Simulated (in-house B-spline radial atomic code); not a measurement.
## RPA and G0W0 on PBE0: Cs⁷⁺

Configuration [Kr] 4d10 5s2, mean-field start PBE0. Computed with a B-spline radial code for spherical atoms: all electrons, scalar-relativistic (spin-free one-electron X2C), finite nucleus, each spin shell either full or empty, empty states to l = 9 with an (l + 1/2)⁻⁴ tail; G0W0 by contour deformation at full frequency.

Command:
```bash
python run_gw.py task.json out
```
Settings (radii: box in bohr, nucleus in fm):
```
Z                        55
electrons                48
configuration            [Kr] 4d10 5s2
hamiltonian              x2c
method                   pbe0
lmax                     9
rms_radius               4.8041
spin_polarised           False
box_radius               8.41
intervals                66
ion_configuration        [Kr] 4d10 5s1
```

Run time, properties included: 7 s on 1 thread of Arm Neoverse V2, with other jobs on the host.

Energies (hartree):

```tsv
term	value
mean-field total	-7774.28681
Hartree-Fock functional on these orbitals	-7771.79413
direct second order	-4.3627
second-order exchange	1.1933
SOSEX correction	1.1187
```

**Question.** What is the RPA correlation energy, and what remains with SOSEX?

**Answer.** RPA gives -3.8783 hartree (-2.2 eV per electron); RPA + SOSEX gives -2.7596, and the second-order doubles -3.1694 hartree (no singles). SOSEX takes back 29 % of the RPA value.

Quasi-particle levels (eV):

```tsv
level	occupied	mean field	Σx - vxc	Σc	QP weight	G0W0
5s	yes	-105.89	-2.67	?	?	?
4d	yes	-166.14	-9.60	0.60	0.944	-175.14
5p	no	-86.04	5.79	-1.87	0.969	-82.12
```

G0W0 = mean field + (Σx - vxc) + Σc, with Σc (partial-wave tail included) taken at the quasi-particle energy. Only the outer levels were computed. Levels of low weight are left out.

**Question.** Where does G0W0 put 5s?

**Answer.** At -111.37 eV, with Σc = -2.81 eV and a quasi-particle weight of 0.970. The tabulated removal energy is 110.1 ± 0.6 eV (NIST, semi-empirical); the calculation leaves out spin-orbit coupling, Breit and QED terms, and what these don't explain is the method's own error.

**Question.** What does it cost to remove one electron (to [Kr] 4d10 5s1) by differences of total energies, each species on its own start (correlation terms add to the Hartree-Fock functional)?

**Answer.** PBE0 110.88 eV, Hartree-Fock functional 108.37 eV, + RPA 111.25 eV, + RPA + SOSEX 110.64 eV, + second order 112.02 eV. Tabulated: 110.1 ± 0.6 eV (NIST, semi-empirical); the calculation leaves out spin-orbit coupling, Breit and QED terms, and what these don't explain is the method's own error.
